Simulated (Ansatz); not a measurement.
Calculated with Ansatz (gas phase, PBE0-D4/def2-TZVP geometries, no zero-point term in ΔE). CBS: MP2 limit from def2 TZ/QZ plus the TZ coupled-cluster correction, frozen cores. This one scheme is used for every species. DFT in def2-TZVPP. One conformer a species, not always the lowest.

Consider the isomerisation: `CB(O)F` → `OCBF`.

CCSD(T)/CBS gives +256.2 kJ/mol.

Question: Another level gave +259.0 kJ/mol. Which?
A. MP2/def2-TZVPP
B. r2SCAN-D4/def2-TZVPP
C. PBE0-D4/def2-TZVPP
D. PBE-D4/def2-TZVPP

Answer: B. r2SCAN-D4 259.0, PBE0-D4 253.4, PBE-D4 248.5, MP2/def2-TZVPP 264.1 kJ/mol.

Largest T1 diagnostic among the species: 0.012.

From PBE to PBE0 (25 % exact exchange), in def2-TZVPP and without D4, ΔE moves by +4.9 kJ/mol.
